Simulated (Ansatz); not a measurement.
Consider the isomerisation: `BCBO` → `BB(C)O`.

Program: Ansatz. Geometries: PBE0-D4/def2-TZVP. ΔE: electronic, gas phase. CCSD(T)/CBS adds triple-zeta CCSD(T) − MP2 to the extrapolated MP2 energy (def2 sets, frozen cores). DFT in def2-TZVPP. B3LYP here is the variant with VWN-RPA as its local correlation; programs differ in this. HSE06 is defined as in plane-wave codes. One conformer a species, not always the lowest.

| level | ΔE (kJ/mol) | difference from CCSD(T)/CBS |
| --- | --- | --- |
| r2SCAN-D4 | 43.8 | -1.1 |
| B97M-V | 39.1 | -5.8 |
| B3LYP-D4 | 42.0 | -2.9 |
| r2SCANh-D4 | 44.3 | -0.6 |
| ωB97M-V | 47.3 | 2.4 |
| PBE | 40.9 | -4.0 |
| HSE06 | 42.3 | -2.6 |
| RPA@PBE/def2-TZVPP | 45.2 | 0.3 |
| CCSD/def2-SVP | 47.6 | 2.7 |
| MP2/def2-TZVPP | 50.3 | 5.4 |
| CCSD(T)/CBS | 44.9 | 0 |

Largest T1 diagnostic among the species: 0.013.

At CCSD(T), def2-SVP lies +4.0 kJ/mol from the extrapolated value and def2-TZVPP +0.1 kJ/mol. From BLYP to BHLYP (50 % exact exchange), in def2-TZVPP and without D4, ΔE moves by +3.1 kJ/mol. Leaving LDA and LC-ωPBE aside and taking each functional with its dispersion term where it has one, the values spread over 8.2 kJ/mol, from B97M-V to ωB97M-V. LDA lies +5.4 kJ/mol from PBE without D4.
